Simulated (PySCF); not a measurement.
Computed properties of Zn(I)(SeH) (HISeZn), SMILES [I][Zn][SeH]

Zn(I)(SeH) (HISeZn), SMILES [SeH][Zn][I]. Coordinates come from a r2SCAN-D4/def2-SVP optimisation. The structure was generated by enumeration; whether it is a known compound was not checked. The def2 effective core potentials stand for the cores of I; spin–orbit coupling is left out. The values are those of a single conformer. All values are computed for the isolated molecule unless a solvent is named; none is compared with measurement here.

**Structure.** The optimised structure has Cs symmetry. All 6 harmonic modes at r2SCAN-D4/def2-SVP (PySCF) are real, so it is a minimum. With heavy atoms numbered as in [Zn:1]([I:2])[SeH:3], the shortest bond between them is Zn1–Se3 at 2.274 Å and the longest Zn1–I2 at 2.423 Å.

**Vibrations.** The strongest infrared lines (harmonic, unscaled, degenerate partners summed) lie at 355 cm⁻¹ (47 km/mol, Zn 74 %, Se 19 %), 2423 cm⁻¹ (7 km/mol, H 99 %), 67 cm⁻¹ (5 km/mol, Zn 74 %, Se 15 %, I 9 %). The softest mode is at 67 cm⁻¹ and the zero-point energy is 5.2 kcal/mol.

**Electronic structure.** M06-2X/def2-TZVPD (PySCF) places the frontier levels at -8.40 and -0.87 eV, a gap of 7.53 eV, and gives a dipole moment of 0.71 D and a mean polarisability of 90.4 bohr³. PBE/def2-TZVPD (PySCF) at the same geometry gives -6.19 and -2.37 eV, so its gap is 3.71 eV narrower. An orbital gap is neither the optical nor the fundamental gap.

**Excitations.** TDDFT-M06-2X/def2-SVPD (PySCF) has S1 at 4.60 eV (270 nm, f = 0.012, weak); the most intense of the 10 singlets computed lies at 5.35 eV (f = 0.05). T1 (TDA) is at 4.35 eV. TDDFT-PBE/def2-SVPD (PySCF) puts S1 at 3.93 eV. No vertical singlet excitation falls in the visible range (under 3.1 eV).
